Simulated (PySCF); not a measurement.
Cl4Te, SMILES [Te+](Cl)(Cl)(Cl)Cl, charge +1, multiplicity 2. Atoms are numbered in the order given.

```xyz
5

Te     0.0000     0.0000    -0.2083
Cl     0.0000    -2.3046    -0.9504
Cl     0.0000     2.3046    -0.9504
Cl    -1.7928     0.0000     1.2689
Cl     1.7928     0.0000     1.2689
```
Charge +1, spin multiplicity 2.

Geometry optimised at B3LYP-D3(BJ)/def2-SVP. The def2 effective core potentials stand for the cores of Te; spin–orbit coupling is left out.

All values below come from TDA-PBE0/def2-SVPD (PySCF).

Vertical excitations. Gas-phase values at a fixed geometry.

Task: Estimate the UV-visible absorptions. (The exact figures need the calculation; the answer reports its results.)

Result: 
```json
[
 {"state": "root 1", "energy (eV)": "1.57", "λ (nm)": "789", "f": "0.000", "main pairs": "β HOMO→LUMO 94 %"},
 {"state": "root 2", "energy (eV)": "1.60", "λ (nm)": "773", "f": "0.006", "main pairs": "β HOMO−1→LUMO 96 %"},
 {"state": "root 3", "energy (eV)": "1.67", "λ (nm)": "745", "f": "0.002", "main pairs": "β HOMO−2→LUMO 90 %"},
 {"state": "root 4", "energy (eV)": "1.83", "λ (nm)": "677", "f": "0.001", "main pairs": "β HOMO−3→LUMO 97 %"},
 {"state": "root 5", "energy (eV)": "2.42", "λ (nm)": "513", "f": "0.000", "main pairs": "β HOMO−4→LUMO 90 %"},
 {"state": "root 6", "energy (eV)": "2.60", "λ (nm)": "476", "f": "0.027", "main pairs": "β HOMO−5→LUMO 90 %"},
 {"state": "root 7", "energy (eV)": "2.72", "λ (nm)": "455", "f": "0.000", "main pairs": "β HOMO−7→LUMO 91 %"},
 {"state": "root 8", "energy (eV)": "2.85", "λ (nm)": "435", "f": "0.005", "main pairs": "β HOMO−6→LUMO 90 %"},
 {"state": "root 9", "energy (eV)": "3.62", "λ (nm)": "343", "f": "0.016", "main pairs": "α HOMO→LUMO 92 %"},
 {"state": "root 10", "energy (eV)": "3.64", "λ (nm)": "341", "f": "0.014", "main pairs": "α HOMO→LUMO+1 93 %"}
]
```
Unrestricted roots are not spin-pure.
